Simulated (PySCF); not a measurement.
A structure optimised at PBE-D3(BJ)/def2-SVP, used in a PySCF frequency run:

```
Nb
O 1 1.7152
O 1 1.9052 2 111.69
H 3 0.9738 1 130.20 2 0.00
C 1 2.1623 2 106.07 3 121.58
H 5 1.1103 1 113.10 2 -53.25
H 5 1.1123 6 108.52 1 123.50
H 5 1.1137 6 107.28 7 117.18
C 1 2.1623 2 106.07 3 -121.58
H 9 1.1103 1 113.10 2 53.25
H 9 1.1123 10 108.52 1 -123.50
H 9 1.1137 10 107.28 11 -117.18
```
Charge 0, spin multiplicity 1.

### Question
Write its SMILES, formula and point group.

### Answer
[CH3][Nb]([CH3])(=[O])[OH], C2H7NbO2, Cs

### Question
What are its rotational constants (standard atomic weights)?

### Answer
3.0130, 2.9320, 2.5170 GHz
